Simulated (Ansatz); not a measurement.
Ge(vinyl)Cl3 (C₂H₃Cl₃Ge). Charge 0, multiplicity 1. Geometry PBE0-D4/def2-SVP; atoms count from 1.

```csv
atom,x (Å),y (Å),z (Å)
Ge1,0.6833,1.0137,0.0093
C2,0.1302,-0.8133,0.1839
C3,-1.1151,-1.1995,-0.0985
H4,0.8869,-1.5266,0.5287
H5,-1.8753,-0.4911,-0.4438
H6,-1.4220,-2.2456,0.0061
Cl7,-0.9359,2.2152,-0.7229
Cl8,2.3288,1.2163,-1.3482
Cl9,1.3191,1.8311,1.8854
```

(1) Estimate the Mulliken populations from the PBE0/def2-TZVP orbitals of Ansatz.

(2) And the Mayer bond orders between heavy atoms (over 0.3)?

Answers

(1) 
| atom | charge (e) |
| --- | --- |
| Ge1 | 0.79 |
| C2 | -0.22 |
| C3 | -0.20 |
| H4 | 0.15 |
| H5 | 0.15 |
| H6 | 0.15 |
| Cl7 | -0.27 |
| Cl8 | -0.27 |
| Cl9 | -0.27 |
Mulliken values depend strongly on the basis.

(2) Ge1–C2 0.90 (1.92 Å); Ge1–Cl7 1.04 (2.15 Å); Ge1–Cl8 1.04 (2.14 Å); Ge1–Cl9 1.04 (2.14 Å); C2–C3 1.92 (1.33 Å).
